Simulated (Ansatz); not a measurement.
Cost and result for the atomization energy of C$_{4}$H$_{2}$Cl$_{2}$Sn (`C#[C][Sn]([Cl])([Cl])[C]#C`) (9 atoms, 8 bonds).

```xyz
9

C    -1.716   -0.783   -2.167
C    -1.217   -0.251   -1.209
Sn   -0.374    0.661    0.425
Cl   -1.821    0.497    2.207
Cl   -0.100    2.902   -0.024
C     1.439   -0.141    0.957
C     2.503   -0.609    1.274
H    -2.159   -1.253   -3.016
H     3.445   -1.022    1.554
```

The species carries charge 0 and has multiplicity 1. Correlated methods include outer-core shells of Sn, which these sets cover unevenly. Sn takes the def2 core potential. The structure was optimised at the PBE0-D4/def2-TZVP level. Program: Ansatz. All runs use 4 threads of an AMD EPYC 7R43 on a shared host. Times are those of one run each, without the atoms' runs, and a repeat can differ threefold. Electronic energies, without spin–orbit coupling; frozen cores. CCSD(T)/CBS adds CCSD(T) − MP2 in def2-TZVPP to the MP2 limit, and its time is that of the two runs behind it. T1 = 0.013. With those shells the extrapolation isn't a true limit. B3LYP takes the VWN-RPA correlation (the form of Gaussian; ORCA's B3LYP/G).

CCSD(T)/CBS is a level of theory with its own doubt, some kJ/mol a heavy atom from the limit and from the frozen cores, so smaller differences don't rank the functionals.

```
                            level  functions  wall time
               BLYP-D4/def2-TZVPP        286      2.8 s
               PBE0-D4/def2-TZVPP        286      5.5 s
              BHLYP-D4/def2-TZVPP        286      5.5 s
B3LYP-D4/def2-TZVPP (with forces)        286        8 s
            r2SCANh-D4/def2-TZVPP        286        8 s
              PBE-QIDH/def2-TZVPP        286        9 s
                B97M-V/def2-TZVPP        286       10 s
               ωB97X-V/def2-TZVPP        286       10 s
 ωB97M-V/def2-TZVPP (with forces)        286       15 s
                 CCSD(T)/def2-SVP        128       16 s
                   MP2/def2-QZVPP        510       30 s
               CCSD(T)/def2-TZVPP        286    8.1 min
                CCSD(T)/CBS(def2)          –    8.6 min
```

Question: What atomization energy does each give, and how far from CCSD(T)/CBS? (Estimate.)

Answer: Computed: 
```csv
level,atomization (kcal/mol),difference from CCSD(T)/CBS,per bond
BLYP-D4/def2-TZVPP,871.5,-9.1,-1.1
PBE0-D4/def2-TZVPP,881.9,1.3,0.2
BHLYP-D4/def2-TZVPP,834.4,-46.2,-5.8
B3LYP-D4/def2-TZVPP (with forces),866.7,-13.9,-1.7
r2SCANh-D4/def2-TZVPP,868.6,-12.0,-1.5
PBE-QIDH/def2-TZVPP,877.0,-3.6,-0.5
B97M-V/def2-TZVPP,883.2,2.6,0.3
ωB97X-V/def2-TZVPP,875.0,-5.6,-0.7
ωB97M-V/def2-TZVPP (with forces),877.3,-3.3,-0.4
CCSD(T)/def2-SVP,822.7,-57.9,-7.2
MP2/def2-QZVPP,904.4,23.8,3.0
CCSD(T)/def2-TZVPP,852.0,-28.6,-3.6
CCSD(T)/CBS(def2),880.6,0.0,0.0
```

In def2-TZVPP, CCSD(T) changes the Hartree–Fock value by +235.7 kcal/mol (the triples alone add +23.6 kcal/mol) and MP2 by +271.1 kcal/mol; breaking electron pairs costs correlation energy, which Hartree–Fock lacks. From PBE to PBE0 (25 % exact exchange), in def2-TZVPP and without D4, the atomization energy moves by −23.1 kcal/mol: exact exchange takes away binding that semilocal exchange gives to molecules. Leaving LDA and LC-ωPBE aside and taking each functional with its dispersion term where it has one, the values, not all of them listed here, spread over 71.6 kcal/mol, from BHLYP-D4 to PBE-D4. LDA lies +116.2 kcal/mol from PBE without D4, its usual overbinding.

Spin–orbit coupling would lower the free Sn atoms strongly, and the atomization energy with them, by more than many differences here. For some Ge, Se and Sn compounds the MP2-based and the directly extrapolated limit differ by 10 to 25 kJ/mol.
